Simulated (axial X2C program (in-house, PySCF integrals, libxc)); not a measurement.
NCuO: properties at the nuclei

Calculated with an axial X2C code built on PySCF integrals: two-component X2C with atomic mean-field Coulomb and Gaunt terms, Gaussian nuclei, basis N dyall-av3z, Cu dyall-v3z, O dyall-av3z with contracted cores.

N–Cu–O held linear, with bonds 1.714 and 1.760 Å (near the PBE0 minimum at charge 0 of the determinant lowest at the starting distance; the state shown can have its own minimum elsewhere, held linear; other orders of the atoms were not compared).

Determinant lowest in the PBE0 search, Ω = 2 (⟨Sz⟩ = 1.00, ⟨Lz⟩ = 1.00 at PBE0), spin on the atoms N 1.19, Cu 0.29, O -0.48:

```json
{"level": "PBE0", "Eeff magnitude (GV/cm)": "1.27", "Ws magnitude Cu (kHz)": "0.208", "A∥/gI N (MHz)": "17", "qzz N (a.u.)": "-0.12", "A∥/gI Cu (MHz)": "576", "qzz Cu (a.u.)": "-0.65", "A∥/gI O (MHz)": "230", "qzz O (a.u.)": "-0.82", "μ (D)": "-3.04"}
{"level": "r2SCAN", "Eeff magnitude (GV/cm)": "1.33", "Ws magnitude Cu (kHz)": "0.221", "A∥/gI N (MHz)": "61.9", "qzz N (a.u.)": "0.00", "A∥/gI Cu (MHz)": "598", "qzz Cu (a.u.)": "-0.42", "A∥/gI O (MHz)": "196", "qzz O (a.u.)": "-0.79", "μ (D)": "-3.01"}
```

Eeff is the effective electric field on the electron electric dipole moment in this Ω state and Ws the scalar–pseudoscalar constant of the nucleus named (defined with the proton number Z and per Ω); A∥ (defined per Ω) follows by multiplying with gI = μI/(I μN); qzz is the electric field gradient, eQq0 = 234.96 MHz × Q/barn × qzz; μ is positive if the O end (last atom) is positive. The operators were transformed with the bare-nucleus X2C matrices; with these basis sets, hyperfine constants and field gradients can be off by tens of per cent, and where levels differ in sign neither size nor sign is settled.

**Question.** With gI(63Cu) = 1.4824, Q(63Cu) = -0.22 barn, gI(17O) = -0.7575, Q(17O) = -0.02558 barn (g factors from the IAEA table of nuclear moments by Stone; Q from Pyykkö, Mol. Phys. 2018), turn the PBE0 values of the first state into constants in MHz.

**Answer.** A∥(63Cu) = 576 × 1.4824 = 854 MHz; eQq0(63Cu) = 234.96 × (-0.22) × (-0.65) = 33.6 MHz; A∥(17O) = 230 × -0.7575 = -174 MHz; eQq0(17O) = 234.96 × (-0.02558) × (-0.82) = 4.93 MHz.

The molecule was held linear; bending was not examined, so a bent shape may lie lower.

Each state is one determinant with collinear spin, which with several unpaired electrons need not be a pure state. With several open shells hyperfine constants can be off by a factor of several. In the state Ω = 2 the atomic spins oppose each other (1.19, 0.29, -0.48): a broken-symmetry determinant whose values are not spin-projected. Open-shell Ω = 0 determinants with evenly filled partner blocks cannot be reached by this program, so the Ω shown need not be the lowest component. Left out as unconverged or as another state under the same occupation: HF in at least one table. At r2SCAN a later determinant lies lower. States lie within half an eV, so the first need not be the ground state. Further determinants of the search, some of them spin-mixed, are not shown. Where a field gradient or hyperfine factor spreads by more than a factor of two over the levels, a constant derived from it is not to be relied on.
